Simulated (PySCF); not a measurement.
## S³⁺ (sulfur, charge +3): PBE0 calculation

Configuration: [Ne] 3s2 3p1, 2P determinant. Computed with PySCF 2.14 in aug-cc-pwCVDZ (6s5p3d, 36 functions), with no relativity, point nucleus.

```
Total energy                                                  : -395.4482 hartree
One-electron energy                                           : -526.6111 hartree
Hartree (Coulomb) energy                                      : 155.5088 hartree
Exchange-correlation energy                                   : -24.3460 hartree
Kinetic energy                                                : 394.61075 hartree
⟨S²⟩                                                          : 0.7540
⟨L²⟩                                                          : 2.013
Sum of ⟨r⟩                                                    : 8.526 bohr
Sum of ⟨r²⟩                                                   : 10.59 bohr²
Traceless quadrupole moment −½Σ⟨3z² − r²⟩ along its main axis : -1.23 e·bohr²
Density at the nucleus (Gaussians lack the cusp)              : 2600 bohr⁻³
Spin density at the nucleus                                   : -0.0165 bohr⁻³
Langevin diamagnetic susceptibility                           : -8.39 ×10⁻⁶ cm³/mol
```

| shell | electrons | mean orbital energy (hartree) | spread (hartree) | rms radius, mean of both spins (bohr) |
| --- | --- | --- | --- | --- |
| 1s α | 1 | -90.69218 | 0 | 0.113 |
| 1s β | 1 | -90.68335 | 0 | 0.113 |
| 2s α | 1 | -9.60306 | 0 | 0.521 |
| 2s β | 1 | -9.59453 | 0 | 0.521 |
| 2p α | 3 | -7.54109 | 0.00483 | 0.492 |
| 2p β | 3 | -7.52765 | 0.03084 | 0.492 |
| 3s α | 1 | -2.00327 | 0 | 1.64 |
| 3s β | 1 | -1.93615 | 0 | 1.64 |
| 3p α | 1 | -1.57041 | 0 | 1.79 |
